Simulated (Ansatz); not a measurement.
Ansatz results at the PBE0-D4/def2-TZVP geometry: LUMO energy (PBE/def2-TZVPP) -0.59 eV; LUMO energy (PBE0/def2-TZVPP) 0.30 eV; HOMO–LUMO gap (PBE0/def2-TZVPP) 8.07 eV.

Each molecule was computed in one conformer, which needn't be the lowest.

Task: Which molecule gave them?
A. `[OH][GeH2][NH][SiH](O)O`
B. `O[SiH](O)[SiH2]Cl`
C. `O[SiH](O)N[Si](F)(F)F`
D. `C[SiH2]O[SiH2]F`

Result: A. The others give `O[SiH](O)N[Si](F)(F)F`: -0.42, 0.48, 9.27; `O[SiH](O)[SiH2]Cl`: -1.50, -0.64, 7.13; `C[SiH2]O[SiH2]F`: -0.48, 0.40, 9.17.
